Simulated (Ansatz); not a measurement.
Mo₇⁺. Total charge 1; doublet. Geometry PBE-D4/def2-SVP.

```
atom   x (Å)   y (Å)   z (Å)
 Mo1   0.853  -0.413   1.414
 Mo2   1.615   1.719  -0.691
 Mo3  -1.869  -1.155   0.936
 Mo4  -0.864   1.088   0.204
 Mo5   0.283  -0.588  -0.903
 Mo6   0.150   1.828  -2.171
 Mo7  -0.167  -2.480   1.211
```

In the def2 sets Mo takes a core potential; there is no spin–orbit coupling. LC-ωPBE has ω = 0.4 bohr⁻¹. At r2SCAN-D4/def2-TZVP, PBE0-D4/def2-SVP, LC-ωPBE/def2-TZVP the charge 1 doublet is spin-contaminated (final ⟨S²⟩ up to 5.33, 0.75 for a pure state). No other spin state of charge 1 was run. Another isomer (doublet) lies 1.34 eV lower at PBE0-D4/def2-TZVP; other spin states weren't run for this one.

Question: Estimate the α-spin orbital energies around the gap (eV) in Ansatz with PBE-D4/def2-SVP, PBE-D4/def2-TZVP, r2SCAN-D4/def2-TZVP, PBE0-D4/def2-SVP, LC-ωPBE/def2-TZVP.

Answer: 
```tsv
orbital	PBE-D4/def2-SVP	PBE-D4/def2-TZVP	r2SCAN-D4/def2-TZVP	PBE0-D4/def2-SVP	LC-ωPBE/def2-TZVP
HOMO−13	-9.83	-9.77	-9.86	-10.73	-13.16
HOMO−12	-9.74	-9.68	-9.75	-10.61	-13.04
HOMO−11	-9.67	-9.61	-9.68	-10.54	-12.91
HOMO−10	-9.53	-9.48	-9.57	-10.41	-12.74
HOMO−9	-9.48	-9.42	-9.49	-10.34	-12.60
HOMO−8	-9.36	-9.31	-9.40	-10.21	-12.46
HOMO−7	-8.64	-8.59	-8.63	-9.39	-12.09
HOMO−6	-8.58	-8.53	-8.60	-9.29	-11.86
HOMO−5	-8.42	-8.37	-8.45	-9.22	-11.63
HOMO−4	-8.22	-8.18	-8.18	-8.84	-11.24
HOMO−3	-8.13	-8.07	-8.06	-8.71	-10.94
HOMO−2	-7.89	-7.84	-7.83	-8.51	-10.49
HOMO−1	-7.59	-7.54	-7.58	-8.30	-10.11
HOMO	-7.52	-7.48	-7.53	-8.12	-9.83
LUMO	-6.80	-6.76	-6.59	-6.07	-4.03
LUMO+1	-6.73	-6.69	-6.48	-5.82	-3.82
LUMO+2	-6.56	-6.52	-6.36	-5.77	-3.56
LUMO+3	-6.49	-6.45	-6.23	-5.57	-3.50
LUMO+4	-6.41	-6.36	-6.13	-5.40	-3.10
LUMO+5	-6.13	-6.09	-5.90	-5.25	-3.00
β HOMO	-7.54	-7.49	-7.48	-8.07	-9.75
β LUMO	-7.07	-7.02	-6.75	-6.21	-4.05
```
